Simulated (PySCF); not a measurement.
OsO4, SMILES [O]=[Os](=[O])(=[O])=[O], multiplicity 1. Geometry: B3LYP-D3(BJ)/def2-SVP. The spin state was assumed, not searched. The isomer is the one that the SMILES or the coordinates give; other isomers of the formula were not compared. The def2 effective core potentials stand for the cores of Os; spin–orbit coupling is left out.

Level of theory: B3LYP-D3(BJ)/def2-SVP in PySCF 2.14.0.

Harmonic wavenumbers (cm⁻¹): 335, 335, 335, 339, 339, 994, 994, 994, 1012. Rotational constants (GHz): 4.069, 4.069, 4.069; symmetry number 12.

Problem. Work out the zero-point energy and the ideal-gas rigid-rotor harmonic-oscillator thermochemistry at 298.15 K and 1 atm.

Solution. ZPE = ½ Σ hcν = ½ × 5679 cm⁻¹ = 8.12 kcal/mol. H − E(el) = 11.76 kcal/mol. Entropy in cal/(mol K): translation 42.50, rotation 21.03, vibration 6.51, total 70.04. G − E(el) = -9.12 kcal/mol. Cp = 17.47 cal/(mol K).
